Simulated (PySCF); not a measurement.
Exact mass, isotope pattern and composition

Species: `C#[C][GeH2][C]#CC`.

Calculated for natural abundance.

Problem. Find the molar and monoisotopic masses of C5H6Ge.

Solution. For C5H6Ge, with standard atomic weights, 5 × 12.011 + 1 × 72.630 + 6 × 1.008 = 138.733 g/mol. From the most abundant isotopes (12C, 74Ge, 1H), 5 × 12.000000 + 1 × 73.921178 + 6 × 1.007825 = 139.9681 u.

Problem. What cluster does the molecular ion M+• show when like nominal masses merge?

Solution. 
```csv
nominal mass,m/z (centroid),relative intensity
136,135.9706,56.7
137,136.9740,3.1
138,137.9685,75.0
139,138.9702,25.1
140,139.9677,100.0
141,140.9710,5.4
142,141.9678,20.8
143,142.9712,1.1
```

Lines under 0.1 % of the tallest are left out. One electron mass, 0.00055 u, is taken off. Abundances used (%; other tables differ somewhat): 12C 98.93, 13C 1.07; 70Ge 20.84, 72Ge 27.54, 73Ge 7.73, 74Ge 36.28, 76Ge 7.61; 1H 99.9885, 2H 0.0115.

Problem. What is the composition by mass?

Solution. C 43.29 %, Ge 52.35 %, H 4.36 %.

Problem. What share of all molecules is the monoisotopic species?

Solution. 0.9893^5 × 0.3628 × 0.999885^6 = 34.36 %.

Problem. Which m/z would the protonated, sodiated and deprotonated molecule have?

Solution. [M+H]+ 140.9754, [M+Na]+ 162.9573, [M−H]− 138.9609, for the monoisotopic species (arithmetic only; whether such ions form is another matter).

Problem. What resolving power m/Δm just matches the spacing of the species with one 13C and with one 2H?

Solution. They lie 0.00292 u apart at mass 140.97, so m/Δm is about 48000.

Problem. Protons, neutrons, electrons, and exact less nominal mass of the monoisotopic species?

Solution. 68 protons, 72 neutrons and 68 electrons; 139.9681 − 140 = -0.0319 u.
